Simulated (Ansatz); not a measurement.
Computed with Ansatz on PBE0-D4/def2-TZVP structures; ΔE is electronic, products minus reactants. CCSD(T)/CBS adds triple-zeta CCSD(T) − MP2 to the extrapolated MP2 energy (def2 sets, frozen cores). This one scheme is used for every species. Functionals use def2-TZVPP. For Br, Ge outer-core shells are correlated without core-valence functions, which leaves a few kJ/mol of doubt a bond. Scalar relativity is left out up to krypton. One conformer a species, not always the lowest.

Consider the ligand exchange at a Ge–C bond: `[OH][GeH2][CH2]Cl` + HBr → `[OH][GeH2][Br]` + `CCl`.

```tsv
level	ΔE (kJ/mol)
r2SCANh-D4	-109.8
CCSD(T)/def2-TZVPP	-100.2
```

(1) What does CCSD(T)/CBS give? (An estimate is asked.)

(2) What do rigid-rotor, harmonic-oscillator terms from PBE0-D4/def2-TZVP frequencies (298.15 K, 1 bar) make of the CCSD(T)/CBS value? (An estimate is asked.)

Largest T1 diagnostic among the species: 0.011.

Answers

(1) Ansatz gave: -101.0 kJ/mol. The listed levels differ from it by -8.8, 0.8 kJ/mol.

(2) The calculation gave: ΔZPE = +11.5 kJ/mol, ΔH = -91.3 kJ/mol, ΔS = 11 J/(mol·K), ΔG = -94.5 kJ/mol.

Leaving LDA and LC-ωPBE aside and taking each functional with its dispersion term where it has one, the values, not all of them listed here, spread over 10.0 kJ/mol, from BHLYP-D4 to revPBE-D4. LDA lies +11.3 kJ/mol from PBE without D4. The D4 term adds +4.7 kJ/mol with B3LYP and +2.6 kJ/mol with PBE0; it sums over pairs of atoms, weighted by their polarisabilities, and B3LYP, whose exchange is more repulsive, gets the larger term. From BLYP to BHLYP (50 % exact exchange), in def2-TZVPP and without D4, ΔE moves by −4.9 kJ/mol.

B3LYP here is the variant with VWN-RPA as its local correlation; programs differ in this.
